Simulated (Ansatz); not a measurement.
A first, cheap relaxation of `C[As]([SiH3])C(C)(C)C`.

```yaml
crystal:
  periodic: [false, false, false]
  atoms:
    - {symbol: C, position_ang: [1.729000, -0.507400, -1.589100]}
    - {symbol: As, position_ang: [1.455400, 0.001700, 0.308100]}
    - {symbol: Si, position_ang: [0.996400, -2.198100, 0.940400]}
    - {symbol: C, position_ang: [-0.353200, 0.715200, 0.221800]}
    - {symbol: C, position_ang: [-1.356400, -0.135900, -0.694300]}
    - {symbol: C, position_ang: [-0.996000, 0.751700, 1.652500]}
    - {symbol: C, position_ang: [-0.337300, 2.145100, -0.309100]}
    - {symbol: H, position_ang: [1.000000, -1.228800, -1.920300]}
    - {symbol: H, position_ang: [1.548900, 0.458500, -2.186000]}
    - {symbol: H, position_ang: [2.710000, -0.850200, -1.731400]}
    - {symbol: H, position_ang: [2.297900, -2.919900, 1.056300]}
    - {symbol: H, position_ang: [0.412900, -2.219900, 2.296100]}
    - {symbol: H, position_ang: [0.137300, -2.866000, -0.045900]}
    - {symbol: H, position_ang: [-1.057400, -0.082600, -1.718000]}
    - {symbol: H, position_ang: [-2.393000, 0.264100, -0.637100]}
    - {symbol: H, position_ang: [-1.401000, -1.148600, -0.324700]}
    - {symbol: H, position_ang: [-0.308200, 1.332100, 2.327700]}
    - {symbol: H, position_ang: [-2.006700, 1.238800, 1.685400]}
    - {symbol: H, position_ang: [-1.104600, -0.301300, 2.063800]}
    - {symbol: H, position_ang: [-1.418200, 2.623100, -0.319400]}
    - {symbol: H, position_ang: [0.268300, 2.776300, 0.311900]}
    - {symbol: H, position_ang: [0.066500, 2.122000, -1.360300]}
basis:
  gaussian: {orbitals: def2-SVP}
hamiltonian: {xc: pbe, dispersion: d4}
relax: {f_tol: 0.03, max_steps: 200}
```

```sh
$ ansatz run in.yaml --threads 5 --pin off --events-out ev --progress --plain --max-ram 66560MiB --backend cuda --devices 0, --max-vram 37GiB
```

It prints (some lines left out):

```
Functional definition: PBE
mean field -74113.37829294 eV, -2723.6164164133 hartree, gradient 1.9e-5 eV, S^2 0.000000; 0 other end points of the search recorded, 0 dependent functions left out
relax step   1: F+E_penalty+E_count = -74114.04033175 eV  Δ(F+E_penalty+E_count) = +0.000e0 eV  max|allowed force component| = 3.655e0 eV/Å  Δτ_max = 0.0000 Å  (31 SCF iters, accepted)
mean field -74113.85703125 eV, -2723.6340097220 hartree, gradient 2.2e-5 eV, S^2 0.000000; 0 other end points of the search recorded, 0 dependent functions left out
relax step   2: F+E_penalty+E_count = -74114.50778590 eV  Δ(F+E_penalty+E_count) = -4.675e-1 eV  max|allowed force component| = 9.923e-1 eV/Å  Δτ_max = 0.1766 Å  (29 SCF iters, accepted)
mean field -74113.94501508 eV, -2723.6372430681 hartree, gradient 2.1e-5 eV, S^2 0.000000; 0 other end points of the search recorded, 0 dependent functions left out
relax step   3: F+E_penalty+E_count = -74114.59006170 eV  Δ(F+E_penalty+E_count) = -8.228e-2 eV  max|allowed force component| = 2.978e-1 eV/Å  Δτ_max = 0.1084 Å  (29 SCF iters, accepted)
mean field -74113.95660278 eV, -2723.6376689081 hartree, gradient 1.8e-5 eV, S^2 0.000000; 0 other end points of the search recorded, 0 dependent functions left out
relax step   4: F+E_penalty+E_count = -74114.60372314 eV  Δ(F+E_penalty+E_count) = -1.366e-2 eV  max|allowed force component| = 1.044e-1 eV/Å  Δτ_max = 0.0785 Å  (30 SCF iters, accepted)
mean field -74113.95795348 eV, -2723.6377185454 hartree, gradient 1.8e-5 eV, S^2 0.000000; 0 other end points of the search recorded, 0 dependent functions left out
relax step   5: F+E_penalty+E_count = -74114.60593795 eV  Δ(F+E_penalty+E_count) = -2.215e-3 eV  max|allowed force component| = 5.958e-2 eV/Å  Δτ_max = 0.0375 Å  (30 SCF iters, accepted)
mean field -74113.95888090 eV, -2723.6377526275 hartree, gradient 1.8e-5 eV, S^2 0.000000; 0 other end points of the search recorded, 0 dependent functions left out
relax step   6: F+E_penalty+E_count = -74114.60647158 eV  Δ(F+E_penalty+E_count) = -5.336e-4 eV  max|allowed force component| = 1.844e-2 eV/Å  Δτ_max = 0.0226 Å  (31 SCF iters, accepted)
mean field -74113.95920615 eV, -2723.6377645803 hartree, gradient 1.8e-5 eV, S^2 0.000000; 0 other end points of the search recorded, 0 dependent functions left out
relax step   7: F+E_penalty+E_count = -74114.60678124 eV  Δ(F+E_penalty+E_count) = -3.097e-4 eV  max|allowed force component| = 1.978e-2 eV/Å  Δτ_max = 0.0203 Å  (31 SCF iters, accepted)
mean field -74113.96011629 eV, -2723.6377980274 hartree, gradient 1.8e-5 eV, S^2 0.000000; 0 other end points of the search recorded, 0 dependent functions left out
relax step   8: F+E_penalty+E_count = -74114.60745255 eV  Δ(F+E_penalty+E_count) = -6.713e-4 eV  max|allowed force component| = 3.417e-2 eV/Å  Δτ_max = 0.0561 Å  (30 SCF iters, accepted)
mean field -74113.96054530 eV, -2723.6378137929 hartree, gradient 1.9e-5 eV, S^2 0.000000; 0 other end points of the search recorded, 0 dependent functions left out
relax step   9: F+E_penalty+E_count = -74114.60781614 eV  Δ(F+E_penalty+E_count) = -3.636e-4 eV  max|allowed force component| = 3.055e-2 eV/Å  Δτ_max = 0.0534 Å  (31 SCF iters, accepted)
mean field -74113.96040775 eV, -2723.6378087382 hartree, gradient 1.9e-5 eV, S^2 0.000000; 0 other end points of the search recorded, 0 dependent functions left out
relax step  10: F+E_penalty+E_count = -74114.60740009 eV  Δ(F+E_penalty+E_count) = +4.161e-4 eV  max|allowed force component| = 4.582e-2 eV/Å  Δτ_max = 0.0305 Å  (31 SCF iters, rejected (line search))
mean field -74113.96064490 eV, -2723.6378174532 hartree, gradient 1.9e-5 eV, S^2 0.000000; 0 other end points of the search recorded, 0 dependent functions left out
relax step  11: F+E_penalty+E_count = -74114.60803062 eV  Δ(F+E_penalty+E_count) = -2.145e-4 eV  max|allowed force component| = 8.163e-3 eV/Å  Δτ_max = 0.0149 Å  (32 SCF iters, accepted)
mean field -74113.96064490 eV, -2723.6378174532 hartree, gradient 2.2e-5 eV, S^2 0.000000; 1 other end points of the search recorded, 0 dependent functions left out
Total energy: -74114.60807382 eV, -2723.6616100274 hartree
Atom 0 at     1.784990    -0.377689    -1.587686 Å, force     0.006595    -0.006851     0.003378 eV/Å
Atom 1 at     1.427919    -0.001081     0.340939 Å, force    -0.008163     0.005587    -0.006918 eV/Å
Atom 2 at     1.011985    -2.274811     0.929757 Å, force     0.003037    -0.004380    -0.008139 eV/Å
Atom 3 at    -0.491491     0.709879     0.230316 Å, force     0.000259     0.005553     0.007943 eV/Å
Atom 4 at    -1.431603    -0.155044    -0.611197 Å, force    -0.001941    -0.004458    -0.005279 eV/Å
Atom 5 at    -0.992763     0.802201     1.678145 Å, force    -0.003661     0.002346     0.003677 eV/Å
Atom 6 at    -0.374775     2.116477    -0.377162 Å, force     0.001576    -0.003976     0.000709 eV/Å
Atom 7 at     1.003843    -0.998737    -2.067002 Å, force    -0.000718    -0.000113     0.001115 eV/Å
Atom 8 at     1.870532     0.585651    -2.127720 Å, force    -0.001355     0.000412     0.002441 eV/Å
Atom 9 at     2.758147    -0.901324    -1.662914 Å, force    -0.000244     0.001948    -0.002060 eV/Å
Atom 10 at     2.342516    -2.983334     0.934507 Å, force    -0.002632    -0.000392     0.002995 eV/Å
Atom 11 at     0.426832    -2.374169     2.314704 Å, force    -0.000939     0.003273    -0.003024 eV/Å
Atom 12 at     0.104275    -3.011572    -0.025457 Å, force     0.001886    -0.000453     0.000431 eV/Å
Atom 13 at    -1.082029    -0.260324    -1.658119 Å, force     0.001331     0.000011     0.000409 eV/Å
Atom 14 at    -2.441652     0.311481    -0.651144 Å, force     0.001671     0.000975     0.001669 eV/Å
Atom 15 at    -1.556293    -1.173150    -0.190194 Å, force     0.000449     0.000001     0.002346 eV/Å
Atom 16 at    -0.308148     1.401094     2.313969 Å, force     0.000618     0.000649    -0.000577 eV/Å
Atom 17 at    -1.990927     1.292507     1.707001 Å, force     0.000008    -0.000458     0.000173 eV/Å
Atom 18 at    -1.101474    -0.198462     2.144809 Å, force     0.000940    -0.000276     0.000460 eV/Å
Atom 19 at    -1.373096     2.607413    -0.396713 Å, force     0.000766    -0.000561    -0.000246 eV/Å
Atom 20 at     0.306701     2.764309     0.211663 Å, force     0.000923     0.000305    -0.000672 eV/Å
Atom 21 at    -0.002888     2.088584    -1.422102 Å, force    -0.000406     0.000858    -0.000829 eV/Å
Dipole moment:    -0.170080     0.122486    -0.185011 e Å
```

Run time 38 s (5 threads of an AMD EPYC 7R13 on a shared host and a share of an NVIDIA H100 80 GB); peak host memory 0.85 GiB.
